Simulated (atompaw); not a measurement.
# Sm (Z = 62): from the effect back to the setting (PAW (atompaw))

Base potential:

samarium, PAW, made with atompaw 4.2.0.5 (PBE, scalar-relativistic). Core [Kr] 4d10, reference 4f5 5s2 5p6 5d0 6s0 6p0 (charge +3). Waves: 5s (bound): rc 1.95 bohr; 6s (bound, empty): rc 2.30 bohr; 5p (bound): rc 2.05 bohr; 6p (bound, empty): rc 3.00 bohr; 5d (bound, empty): rc 3.00 bohr; 5d channel at 1.95 Ry: rc 3.00 bohr; 4f (bound): rc 1.60 bohr; 4f channel at -1.1 Ry: rc 1.60 bohr. Local part: bessel scheme, radius 2.35 bohr. Core correction: smooth core density matched at 2.75 bohr. Augmentation charge: sinc compensation charge, radius 2.20 bohr; PAW radius 3.00 bohr; waves and projectors: custom polynom gramschmidtortho.

Cutoffs, loose and tight: the cutoffs (Ry, on a coarse ladder) from which the occupation-weighted sum of valence levels, in a spherical-Bessel basis at the reference potential, stays within 10 and 1 mRy of its value at 400 Ry. They see the waves, projectors and local potential, not the compensation charge or the core.

Only the scale of all radii (base = 1) is moved (2 further runs of the sweep failed or gave no value and are left out):

| scale of all radii (base = 1) | cutoff, loose | cutoff, tight | bound ghosts |
| --- | --- | --- | --- |
| 0.8 | 120 Ry | 180 Ry | none |
| 0.87 | 100 Ry | 160 Ry | none |
| 0.93 | 80 Ry | 140 Ry | none |
| 1.05 | 70 Ry | 100 Ry | none |
| 1.1 | 55 Ry | 90 Ry | none |
| 1.17 | 45 Ry | 70 Ry | none |
| 1.29 | 35 Ry | 50 Ry | none |

Q: One more run gave cutoff, loose: 40 Ry; cutoff, tight: 55 Ry; bound ghosts: none. Which value of the scale of all radii (base = 1) was used?

A: 1.23. The loose cutoff moves one way along this sweep, from 120 Ry at 0.8 to 35 Ry at 1.29, which places the run between 1.17 and 1.29.
